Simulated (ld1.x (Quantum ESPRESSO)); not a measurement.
# Before and after: TM potential for B (Z = 5)

boron, norm-conserving Troullier–Martins (Kleinman–Bylander form), made with ld1.x (Quantum ESPRESSO) 7.5 (PBE, scalar-relativistic). Core [He], reference 2s2 2p1. Waves: 2p (bound): rc 2.50 bohr; 3d channel at 0.45 Ry: rc 2.00 bohr; 2s (bound): rc 1.00 bohr. Local part: the s channel. Core correction: a·sin(br)/r model core, default radius (core density twice the valence density).

All-electron outer shells of the reference configuration (PBE, scalar-relativistic, ld1.x):

```
shell  level (eV)  outermost node (bohr)  outermost maximum (bohr)
   1s     -180.59                      –                      0.21
   2s       -9.44                   0.46                      1.52
   2p       -3.61                      –                      1.57
```

Change: wave 2p (bound): rc 2.50 bohr becomes 2p (bound): rc 2.74 bohr.

Cutoffs: the cutoffs (Ry, on a coarse ladder) from which the occupation-weighted sum of valence levels, in a spherical-Bessel basis at the reference potential, stays within 10 and 1 mRy of its value at 400 Ry; they do not see the model core or the augmentation charge, which bear on the density cutoff. Errors are all-electron minus pseudo energies relative to the spin-unpolarised reference configuration.

Question: How do hardness, ghosts and transferability respond?

Answer: The potential gets neither clearly harder nor softer (55 Ry and 140 Ry → 55 Ry and 140 Ry); the s channel sets the loose cutoff, while the largest relative change is in p, which becomes softer; of the 7 tests that both files solve, the error grows in 6 and shrinks in 0 by more than 15 % and 0.3 meV (median size 20.5 → 32.9 meV); neither file shows a bound ghost. More of the atom is replaced by a form fitted at one configuration, so other configurations suffer.

| quantity | base | changed |
| --- | --- | --- |
| cutoff, loose | 55 Ry | 55 Ry |
| cutoff, tight | 140 Ry | 140 Ry |
| loose cutoff by channel (10 mRy a level) | p 15 Ry, s 45 Ry | p 12 Ry, s 45 Ry |
| bound ghosts | none | none |
| error for 2s2 2p0, meV [ΔE 8.22 eV] | +44 | +62 |
| error for 2s1 2p0, meV [ΔE 33.64 eV] | +155 | +208 |
| error for 2s2 2p0.5, meV [ΔE 2.89 eV] | +5.6 | +8.2 |
| error for 2s2 2p1.3, meV [ΔE -0.74 eV] | +0.4 | +0.7 |
| error for 2s0 2p3, meV [ΔE 11.72 eV] | -24 | -48 |
| error for 2s1 2p2, meV [ΔE 5.85 eV] | -5.9 | -12 |
| error for 2s1 2p1, meV [ΔE 14.36 eV] | -21 | -33 |
